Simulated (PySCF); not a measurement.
# `C=C[CH2][GaH3-]`, [C3H8Ga]-, charge -1

Cartesian coordinates in Å; atom numbers follow the order of the lines, from 1:
```xyz
12

C     1.705   -0.018    1.300
C     1.087   -0.300    0.137
C    -0.278   -0.792   -0.076
Ga   -1.531    0.676   -0.851
H     2.707    0.423    1.323
H     1.208   -0.181    2.263
H     1.651   -0.089   -0.785
H    -0.300   -1.585   -0.843
H    -0.731   -1.179    0.852
H    -0.820    1.294   -2.171
H    -1.773    1.814    0.272
H    -2.924   -0.062   -1.246
```

Total charge -1.

Method used: GIAO KT2/aug-pcSseg-1 magnetisability, rotational g tensor and spin-rotation constants, non-relativistic, gas phase in PySCF 2.14.0. Geometry: PBE0-D3(BJ)/def2-SVP.

The calculation is non-relativistic, which matters for the atoms heavier than Zn. For an ion the centre-of-mass motion in the field is neglected.

Question: How diamagnetic is it, and how anisotropic?

Answer: Isotropic -1067 × 10⁻³⁰ J/T², or -64.3 × 10⁻⁶ cm³/mol; principal values -1161, -1090, -950 × 10⁻³⁰ J/T², anisotropy 186 × 10⁻³⁰ J/T² (root of half the summed squared differences of the principal values). The susceptibility is in cgs units.

Question: Split it along the inertial axes a, b, c into diamagnetic and paramagnetic parts about the centre of mass, with the quadrupole moment.

Answer: 
| axis | χ (10⁻⁶ cm³/mol) | diamagnetic (10⁻⁶ cm³/mol) | paramagnetic (10⁻⁶ cm³/mol) | summed x² of all electrons (Å²) | quadrupole Θ (D Å) |
| --- | --- | --- | --- | --- | --- |
| a | -68.2 | -199.6 | 131.4 | 155.3 | -14.71 |
| b | -67.4 | -746.2 | 678.8 | 26.4 | +5.50 |
| c | -57.2 | -770.9 | 713.6 | 20.6 | +9.21 |

Anisotropies 2χaa − χbb − χcc = -11.8 and 2χbb − χaa − χcc = -9.3 × 10⁻⁶ cm³/mol. Θ is traceless in Buckingham's convention.

Question: And the rotational g tensor?

Answer: 
| axis | rotational constant (GHz) | g | nuclear part | electronic part |
| --- | --- | --- | --- | --- |
| a | 14.2291 | -0.1148 | 0.7637 | -0.8785 |
| b | 1.8684 | -0.0262 | 0.5696 | -0.5958 |
| c | 1.7968 | -0.0356 | 0.5668 | -0.6024 |

Asymmetric top; isotopes 12C, 69Ga, 1H; no vibrational averaging.
